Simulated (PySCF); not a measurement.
C₃H₅BFN.

```xyz
11

N      1.9347     0.5590     0.4538
B      0.5692     0.5525     0.1985
C     -0.7255     1.1186     0.8539
C     -1.4514     0.2056     0.1585
C     -0.3788    -0.3289    -0.7697
F     -0.2125    -1.7150    -0.7526
H      2.3590     1.0819     1.2106
H      2.5868    -0.0183    -0.0641
H     -1.0716     1.8394     1.5989
H     -2.5074    -0.0912     0.2261
H     -0.5093    -0.0233    -1.8231
```

Geometry optimised at B3LYP-D3(BJ)/def2-SVP. The structure was generated by enumeration; whether it is a known compound was not checked. Other conformers were not sampled.

Level of theory: PBE/pcSseg-1 in PySCF. Non-relativistic, no solvent.

Q: Give the absolute GIAO shielding of each atom: isotropic value and principal components (ppm). (The exact figures need the calculation; the answer reports its results.)

A: 
```csv
atom,σ(iso),σ11,σ22,σ33,span
N1,174.8,109.6,203.3,211.4,101.8
B2,61.9,28.1,54.0,103.5,75.4
C3,30.7,-70.1,-6.0,168.2,238.2
C4,6.3,-115.2,-8.9,142.9,258.1
C5,89.5,49.5,71.0,148.0,98.5
F6,365.5,296.5,363.9,436.1,139.5
H7,27.7,22.7,24.9,35.4,12.6
H8,27.6,22.8,25.5,34.6,11.8
H9,24.6,22.3,25.6,26.1,3.8
H10,22.9,20.1,24.2,24.5,4.3
H11,26.1,23.0,25.2,30.1,7.1
```
